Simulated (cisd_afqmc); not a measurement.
Species: BNH, charge 0, doublet. BNH (SMILES [B]=N, doublet).
B3LYP-D3(BJ)/def2-TZVP minimum from Ansatz:
```
N
B 1 1.2337
H 1 0.9930 2 180.00
```
Charge 0, spin multiplicity 2.

Phaseless AFQMC (cisd_afqmc on Ansatz's integrals) in cc-pVTZ, frozen core: how the trial state and the time step act. The spread is the standard deviation of the local energy over walkers; bars are one sigma, widened where a walk drifts.

```json
[
 {"trial": "CISD", "step (1/Eh)": "0.005", "walkers x blocks averaged": "60800", "spread (Eh)": "0.041", "energy (Eh)": "-79.9723 ± 0.0004"},
 {"trial": "CISD", "step (1/Eh)": "0.0025", "walkers x blocks averaged": "88600", "spread (Eh)": "0.041", "energy (Eh)": "-79.9724 ± 0.0004"},
 {"trial": "HF", "step (1/Eh)": "0.005", "walkers x blocks averaged": "448400", "spread (Eh)": "0.226", "energy (Eh)": "-79.9742 ± 0.0009"}
]
```

CCSDT(Q) in the same basis (Ansatz) gives -79.9733 Eh.
